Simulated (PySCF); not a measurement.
# How methods differ on the ionisation energy of In⁺

In⁺ [Kr] 4d10 5s2 (1S) → In²⁺ [Kr] 4d10 5s1 (2S), as a difference of total energies. Computed with PySCF 2.14 in cc-pVTZ-PP with ECP28MDF, with a scalar-relativistic core potential. Correlated levels: valence: 4s2 4p6 4d10 frozen. The calculations carry no spin-orbit coupling.

```json
{"method": "UHF", "ionisation energy (eV)": "17.012", "error (eV)": "-1.858"}
{"method": "B3LYP", "ionisation energy (eV)": "19.081", "error (eV)": "+0.211"}
{"method": "LDA", "ionisation energy (eV)": "19.496", "error (eV)": "+0.626"}
{"method": "MP2 (valence)", "ionisation energy (eV)": "17.645", "error (eV)": "-1.225"}
{"method": "SCS-MP2 (valence)", "ionisation energy (eV)": "17.771", "error (eV)": "-1.099"}
{"method": "CCSD (valence)", "ionisation energy (eV)": "17.901", "error (eV)": "-0.969"}
```

Reference: 18.870 eV (measured; NIST Atomic Spectra Database, ionization energies).

Errors of the correlated levels include the incompleteness of this basis and the frozen core.

With two correlated electrons CCSD is exact in that space.
